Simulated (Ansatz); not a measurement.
## Two structures, one formula

The two ends of one reaction step of GeNH$_{8}$F, singlet (PBE0-D4/def2-TZVP).

A:

```json
{"atom": "Ge1", "x (Å)": "-0.5907", "y (Å)": "-0.5695", "z (Å)": "-1.5188"}
{"atom": "H2", "x (Å)": "0.4550", "y (Å)": "-1.6160", "z (Å)": "2.4823"}
{"atom": "H3", "x (Å)": "-0.7941", "y (Å)": "-1.7195", "z (Å)": "-2.5252"}
{"atom": "H4", "x (Å)": "-1.7222", "y (Å)": "-0.5303", "z (Å)": "-0.4914"}
{"atom": "H5", "x (Å)": "-0.3309", "y (Å)": "0.7527", "z (Å)": "-2.2414"}
{"atom": "H6", "x (Å)": "1.0564", "y (Å)": "0.9374", "z (Å)": "0.6467"}
{"atom": "N7", "x (Å)": "0.2045", "y (Å)": "1.4846", "z (Å)": "0.6097"}
{"atom": "H8", "x (Å)": "0.6017", "y (Å)": "-1.5789", "z (Å)": "1.7502"}
{"atom": "F9", "x (Å)": "0.8839", "y (Å)": "-1.0395", "z (Å)": "-0.6930"}
{"atom": "H10", "x (Å)": "0.4642", "y (Å)": "2.4511", "z (Å)": "0.4574"}
{"atom": "H11", "x (Å)": "-0.2279", "y (Å)": "1.4277", "z (Å)": "1.5235"}
```

B:

```xyz
11
angstrom
Ge -1.1397 -1.4029 -1.1176
H -0.7570 -2.5904 -0.2337
H -2.4503 -1.7265 -1.8614
H -1.4047 -0.1606 -0.2494
H -0.0503 -1.0938 -2.1475
H 1.4516 2.3653 0.7249
N 0.8312 1.6447 1.0734
H 1.3098 0.1510 0.6663
F 1.5433 -0.7486 0.3989
H -0.0852 1.8005 0.6699
H 0.7513 1.7609 2.0762
```

Computed with Ansatz 0.2.0 (basis: def2-TZVPP); correlated methods freeze the cores. Filled d shells of the heavier atoms are correlated. The def2 sets are not built for correlating such inner shells, so the correlated values are less sure here. B3LYP uses VWN-RPA correlation.

Which structure is lower at CCSD(T), and by how much? (To be estimated.)

By the calculation: B, by 0.102 eV (electronic energy, against the other). By their contacts, A is a complex of GeH₃F ([F][GeH3]) + NH₃ + H₂ and B is a complex of GeH₄ + NH₃ + HF.

Do the other methods give the same order? (A judgement: the text doesn't fix the answer.)

The calculation gives: Not all: HF gives the other order.

```csv
method,E(B) − E(A) (eV)
SPW92,-0.443
PBE-D4,-0.199
BLYP-D4,-0.063
r2SCAN-D4,-0.104
B97M-V,-0.056
PBE0-D4,-0.212
B3LYP-D4,-0.096
r2SCAN0-D4,-0.143
BHLYP-D4,-0.077
CAM-B3LYP-D4,-0.124
wB97X-V,-0.072
wB97M-V,-0.078
B2PLYP,-0.090
PBE-QIDH,-0.165
RPA on PBE,-0.056
HF,0.041
MP2,-0.078
CCSD,-0.102
CCSD(T),-0.102
```

No T1 diagnostic of these runs exceeds 0.011.

Labels in which every atom is bracketed show which atoms are joined, not bond orders.

For scale, one of the runs: CCSD(T)/def2-TZVPP, 222 basis functions, launched by `ansatz run in.yaml --threads 4 --pin off --events-out ev --progress --plain --max-ram 9574MiB`. The run took 92 s on 4 CPU threads of an Arm Neoverse V2 (shared host), with 3.6 GiB of host memory at its peak.
